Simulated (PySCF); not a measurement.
**Dipole moment and polarisability of `C[SiH2]P(C)C`**

Compound: C₃H₁₁PSi.
Structure used (GFN2-xTB), in Å, numbered top down from 1:
```xyz
16
C3H11PSi angstrom
C      2.444   -0.740   -0.042
Si     1.141    0.638    0.042
P     -0.827   -0.229   -0.605
C     -1.252   -1.198    0.917
C     -1.894    1.249   -0.288
H      3.445   -0.331    0.050
H      2.384   -1.271   -0.987
H      2.310   -1.467    0.753
H      1.134    1.219    1.398
H      1.467    1.719   -0.897
H     -2.273   -1.567    0.826
H     -0.581   -2.051    0.990
H     -1.170   -0.589    1.816
H     -2.936    0.975   -0.449
H     -1.626    2.031   -0.995
H     -1.772    1.621    0.727
```

Level: B3LYP/def2-SVPD (PySCF), static field, nuclei fixed, core orbitals frozen in the response. The polarisability tensor in these axes (au):

```
x   107.99  -1.20   0.96
y    -1.20  92.23  -2.71
z     0.96  -2.71  82.63
```

Problem. Diagonalise the tensor; give its mean and Δα, where Δα² is half the sum of the squared differences of the eigenvalues.

Solution. Principal values 81.90, 92.81 and 108.13 au; mean 94.28 au = 13.97 Å³ = 15.54 × 10⁻⁴⁰ C²·m²/J; Δα = 22.83 au (24 % of the mean).

Problem. What is the dipole moment, and where does it point?

Solution. (-0.17, -0.08, 0.95) D, 0.97 D in size, pointing from the negative to the positive side. Measured along this direction, the outermost atoms are H7 and H10 at the negative end and H13 at the positive end.

Problem. Give the principal axes and the span of the nuclei along them.

Solution. Largest value along (1.00, -0.08, 0.05), where the nuclei span 6.48 Å; middle along (0.09, 0.96, -0.25), 4.33 Å; least along (-0.02, 0.25, 0.97), 2.97 Å. The response follows the extents in order.

Problem. In a dilute gas of rigid molecules at 298 K, how does the orientational term μ²/3kT compare with the electronic polarisability?

Solution. In Gaussian units μ²/3kT = 7.65 Å³ against 13.97 Å³, a ratio of 0.55; the Debye molar polarisation (4π/3)N_A(α + μ²/3kT) is 54.5 cm³/mol, leaving out the vibrational part.

Problem. Give the eigenvalues of the traceless quadrupole moment Θ = ½Σq(3rr − r²1), origin at the centre of nuclear charge.

Solution. -5.20, 1.06, 4.14 D·Å. The values depend on the origin, since the dipole doesn't vanish. The electronic extent ⟨r²⟩ about the same centre is 881 bohr², a root-mean-square distance of 2.06 Å for the 58 electrons.

Problem. Estimate the molar refractivity from the static electronic polarisability.

Solution. Lorentz–Lorenz: R = (4π/3)N_A α = 2.5225 cm³/(mol·Å³) × 13.97 Å³ = 35.2 cm³/mol, in the limit of long wavelengths.

Problem. What would n − 1 = 2πNα be for an ideal gas of these molecules at 500 K and 1 atm, electronic part alone?

Solution. N = p/kT = 1.4678 × 10¹⁹ cm⁻³, so n − 1 = 2π × N × 13.97 × 10⁻²⁴ cm³ = 1288 × 10⁻⁶ at long wavelengths, for an ideal gas.

One conformer (not necessarily the lowest) at the GFN2-xTB geometry, without solvent, vibrations or thermal averaging.

These values come from a run that also computed excited states. Rough CPU time on one thread of a shared machine: about 70 s.
